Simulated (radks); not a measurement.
Lu I, 71 electrons, occupied as [Xe] 4f14 5d1 6s2.

Method: scalar-relativistic Kohn-Sham, exchange-only LDA, spin-polarised, spherical densities, finite nucleus; open shells are filled with parallel spins first (spin-orbit coupling, left out, can overturn this in heavy ions); Fermi nuclear charge, rms radius 5.37 fm; computed with a radial shooting solver on a logarithmic mesh with Libxc functionals.

Energy parts (eV):
part                  energy
total             -395800.40
kinetic            432407.40
electron-nucleus  -975791.77
Hartree            155310.67
exchange            -7726.71

Orbitals (lengths in bohr, moments of r in powers of bohr; <r^-3> diverges for s and p1/2; r(max) is where P^2 peaks):
| orbital | occ. | eigenvalue (eV) | r(max) | <r> | <r^-3> | <r^2> |
|---|---|---|---|---|---|---|
| 1s down | 1 | -63167.88 | 0.01215 | 0.01934 | - | 0.0005129 |
| 1s up | 1 | -63167.87 | 0.01215 | 0.01934 | - | 0.0005129 |
| 2s up | 1 | -10752.95 | 0.06937 | 0.08190 | - | 0.007930 |
| 2s down | 1 | -10752.93 | 0.06937 | 0.08190 | - | 0.007930 |
| 2p up | 3 | -9465.620 | 0.05661 | 0.07294 | 16840 | 0.006498 |
| 2p down | 3 | -9465.607 | 0.05661 | 0.07294 | 16840 | 0.006498 |
| 3s down | 1 | -2435.162 | 0.1959 | 0.2129 | - | 0.05179 |
| 3s up | 1 | -2435.157 | 0.1959 | 0.2129 | - | 0.05179 |
| 3p down | 3 | -2048.693 | 0.1933 | 0.2125 | 3693 | 0.05233 |
| 3p up | 3 | -2048.689 | 0.1933 | 0.2125 | 3693 | 0.05233 |
| 3d up | 5 | -1583.133 | 0.1573 | 0.1925 | 483.2 | 0.04347 |
| 3d down | 5 | -1583.130 | 0.1573 | 0.1925 | 483.2 | 0.04348 |
| 4s down | 1 | -482.9772 | 0.4463 | 0.4783 | - | 0.2584 |
| 4s up | 1 | -482.9736 | 0.4462 | 0.4783 | - | 0.2584 |
| 4p down | 3 | -356.0537 | 0.4672 | 0.5082 | 845.2 | 0.2940 |
| 4p up | 3 | -356.0511 | 0.4672 | 0.5082 | 845.1 | 0.2940 |
| 4d up | 5 | -190.3088 | 0.4808 | 0.5479 | 93.32 | 0.3487 |
| 4d down | 5 | -190.3055 | 0.4808 | 0.5478 | 93.33 | 0.3486 |
| 5s up | 1 | -60.0436 | 1.043 | 1.173 | - | 1.551 |
| 5s down | 1 | -59.7823 | 1.042 | 1.170 | - | 1.544 |
| 5p up | 3 | -30.7753 | 1.197 | 1.401 | 105.9 | 2.241 |
| 5p down | 3 | -30.3745 | 1.194 | 1.395 | 107.0 | 2.221 |
| 4f up | 7 | -8.4998 | 0.4679 | 0.7284 | 13.85 | 0.7121 |
| 4f down | 7 | -8.4289 | 0.4678 | 0.7245 | 13.91 | 0.7010 |
| 6s up | 1 | -4.2412 | 3.032 | 3.642 | - | 15.19 |
| 6s down | 1 | -3.5991 | 3.070 | 3.743 | - | 16.12 |
| 5d up | 1 | -1.2640 | 1.887 | 2.998 | 2.907 | 11.68 |
| 5d down | 0 | -0.6289 | 1.867 | 3.201 | 2.795 | 13.89 |

The highest occupied level is 5d up at -1.264 eV. The spin density at the nucleus is 0.042 e/bohr^3 (1s 0.002, 2s -0.078, 3s 0.083, 4s 0.019, 5s -3.007, 6s 3.023). The density falls to 0.001 e/bohr^3 at r = 5.09 bohr. Spin moment in Bohr magnetons: 1.
